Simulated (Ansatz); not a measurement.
`[BH2][Al]([CH3])[CH3]` + `[OH][AlH2]` → `[BH2][Al]([CH3])[O][AlH2]` + CH₄ at 400 K and 1 bar (ligand exchange at the Al–C bond).

Gas-phase electronic energies from Ansatz, PBE0-D4/def2-TZVP geometries. CCSD(T)/CBS adds triple-zeta CCSD(T) − MP2 to the extrapolated MP2 energy (def2 sets, frozen cores). This one scheme is used for every species. Each species was taken in one conformer, which may not be the lowest.

```
                    species  CCSD(T)/CBS energy (Eh)  H − E (kJ/mol)  S (J/(mol·K))
    `[BH2][Al]([CH3])[CH3]`               -347.69506           274.0          414.7
               `[OH][AlH2]`               -319.03157            88.7          271.1
`[BH2][Al]([CH3])[O][AlH2]`               -626.33025           235.6          467.1
                        CH₄                -40.46206           131.3          197.2
```

H − E and S are ideal-gas, rigid-rotor, harmonic terms from PBE0-D4/def2-TZVP, for one conformer and one mirror image of each species. 1 Eh = 2625.50 kJ/mol, R = 8.31446 J/(mol·K).

Question: By hand: ΔE, ΔH, ΔS and ΔG.

Answer: ΔE = (-626.33025) + (-40.46206) − (-347.69506) − (-319.03157) = -0.06568 Eh = -172.4 kJ/mol. Δ(H − E) = 235.6 + 131.3 − 274.0 − 88.7 = 4.2, so ΔH = -168.2 kJ/mol. ΔS = 467.1 + 197.2 − 414.7 − 271.1 = -21.5 J/(mol·K). ΔG = -168.2 − 400 × (-21.5)/1000 = -159.6 kJ/mol.

Question: By hand: the equilibrium constant, and the temperature at which ΔG would vanish if ΔH and ΔS stayed fixed.

Answer: log₁₀ K = −ΔG/(RT ln 10) = 20.8. ΔG = 0 at ΔH/ΔS = 7823 K, far beyond where these terms or the molecules hold.

ΔH outweighs TΔS. A doubt of 5 kJ/mol in ΔE shifts log₁₀ K by 0.7 here. Other conformers and mirror images would add mixing entropy, several J/(mol·K) or more a flexible species. Modes under 60 cm⁻¹, often nearly free rotors, make the harmonic entropy too high. These are equilibria of isolated gas molecules and say nothing of rates. Largest T1 diagnostic: 0.012 (customary marks: 0.02 for closed shells, 0.045 for open ones).
